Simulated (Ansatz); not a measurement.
System: CdH, charge 0, multiplicity 2. The spin state was set by rule; other spins were not relaxed. 
Coordinates optimised at B3LYP-D3(BJ)/def2-TZVP (Ansatz, a program for electronic structure):
SMILES: [CdH]
```xyz
2

Cd     0.0000     0.0000    -0.0367
H      0.0000     0.0000     1.7618
```
Charge 0, spin multiplicity 2.

Total electronic energies in hartree. Correlated levels leave the core frozen unless marked. UHF or UKS for open shells. No spin-orbit coupling. The frozen core is the preceding noble-gas configuration, with the filled d and f shells of earlier blocks. Past Kr the def2 sets carry scalar-relativistic core potentials. CBS(X,Y): correlation extrapolated as X^-3; Hartree-Fock from the larger set.

```json
[
 {"level": "RI-HF/def2-TZVPPD", "program": "Ansatz", "energy (Eh)": "-167.40661"},
 {"level": "RI-HF/def2-QZVPPD", "program": "Ansatz", "energy (Eh)": "-167.40860"},
 {"level": "PBE-D3(BJ)/def2-TZVPD", "program": "Ansatz + dftd3", "energy (Eh)": "-168.31591"},
 {"level": "r2SCAN-D3(BJ)/def2-TZVPD", "program": "Ansatz + dftd3", "energy (Eh)": "[?]"},
 {"level": "B3LYP-D3(BJ)/def2-TZVPD", "program": "Ansatz + dftd3", "energy (Eh)": "-168.37773"},
 {"level": "PBE0-D4/def2-TZVPD", "program": "Ansatz + dftd4", "energy (Eh)": "-168.30544"},
 {"level": "PBE0/def2-QZVPP", "program": "Ansatz", "energy (Eh)": "[?]"},
 {"level": "BHLYP/def2-TZVPD", "program": "Ansatz", "energy (Eh)": "-168.22257"},
 {"level": "HSE06-D3(BJ)/def2-TZVPD", "program": "Ansatz + dftd3", "energy (Eh)": "-168.30404"},
 {"level": "HSE06-D4/def2-TZVPD", "program": "Ansatz + dftd4", "energy (Eh)": "-168.30420"},
 {"level": "HSE06/def2-TZVPD", "program": "Ansatz", "energy (Eh)": "-168.30372"},
 {"level": "B2GP-PLYP/def2-TZVPD", "program": "Ansatz", "energy (Eh)": "-168.06285"},
 {"level": "B2PLYP-D4/def2-TZVPD", "program": "Ansatz + dftd4", "energy (Eh)": "-168.11504"},
 {"level": "RPA@PBE/def2-TZVPP", "program": "Ansatz", "energy (Eh)": "-167.97242"},
 {"level": "MP2/def2-TZVPPD", "program": "Ansatz", "energy (Eh)": "-167.84710"},
 {"level": "MP2/CBS(def2-TZVPP,def2-QZVPP)", "program": "Ansatz", "energy (Eh)": "-167.9154"},
 {"level": "SCS-MP2/def2-TZVPP", "program": "Ansatz", "energy (Eh)": "-167.79856"},
 {"level": "SCS-MP2/def2-QZVPP", "program": "Ansatz", "energy (Eh)": "-167.83674"},
 {"level": "CCSD/def2-SVPD", "program": "Ansatz", "energy (Eh)": "-167.64798"},
 {"level": "CCSD/def2-QZVPP", "program": "Ansatz", "energy (Eh)": "-167.85972"},
 {"level": "CCSD(T)/def2-SVP", "program": "Ansatz", "energy (Eh)": "-167.64589"},
 {"level": "CCSD(T)/def2-QZVPP", "program": "Ansatz", "energy (Eh)": "-167.87724"},
 {"level": "CCSD(T)/CBS(def2-TZVPPD,def2-QZVPPD)", "program": "Ansatz", "energy (Eh)": "-167.9042"}
]
```

Q: What belongs in the gaps?

A: 
- r2SCAN-D3(BJ)/def2-TZVPD, energy (Eh): -168.37079
- PBE0/def2-QZVPP, energy (Eh): -168.30759
